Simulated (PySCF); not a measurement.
CH7BClNSi.
Bonds: N1–B2, B2–C3, C3–Si4, Si4–Cl5. Hydrogens: H6, H7 on N1; H8 on B2; H9, H10 on C3; H11, H12 on Si4.

Level of theory: PBE0-D3(BJ)/def2-SVP geometry optimisation, gas phase (PySCF 2.14.0).

(1) List the bond lengths, angles and torsions at this level.

Answers

(1) 
| bond | length (Å) |
| --- | --- |
| N1–B2 | 1.394 |
| B2–C3 | 1.578 |
| C3–Si4 | 1.865 |
| Si4–Cl5 | 2.078 |
| N1–H6, N1–H7 | 1.012 |
| B2–H8 | 1.211 |
| C3–H9, C3–H10 | 1.104 |
| Si4–H11, Si4–H12 | 1.492 |

Bonds in one row agree within 0.01 Å and their mean is given. A selection of angles:
| angle | degrees |
| --- | --- |
| B2–N1–H6 | 122.6 |
| H6–N1–H7 | 113.6 |
| N1–B2–C3 | 121.5 |
| N1–B2–H8 | 117.5 |
| C3–B2–H8 | 121.0 |
| B2–C3–Si4 | 111.1 |
| B2–C3–H9 | 111.6 |
| Si4–C3–H9 | 108.1 |
| Si4–C3–H10 | 105.5 |
| H9–C3–H10 | 108.2 |
| C3–Si4–Cl5 | 110.0 |
| C3–Si4–H11 | 112.6 |
| C3–Si4–H12 | 110.7 |
| Cl5–Si4–H11 | 107.1 |
| H11–Si4–H12 | 109.0 |

Dihedral angles: N1–B2–C3–Si4 -83° (synclinal); B2–C3–Si4–Cl5 -52° (synclinal). The mirror-image conformer, all signs reversed, is as good.

N1 (boron-bound nitrogen) is planar (angles 123.8°, 122.6° and 113.6°, sum 360.0°, 0.01 Å off the plane of its three neighbours). Si4 (chlorine-bound silicon) is tetrahedral (angles from 107.1° to 112.6°). B2 (three-coordinate boron) is planar (angles 121.5°, 121.0° and 117.5°, sum 360.0°, 0.01 Å off the plane of its three neighbours).

Point group: C1 (no symmetry element, even within 0.4 Å). Stationary, but not proved a minimum. The numbers are those of one conformer.
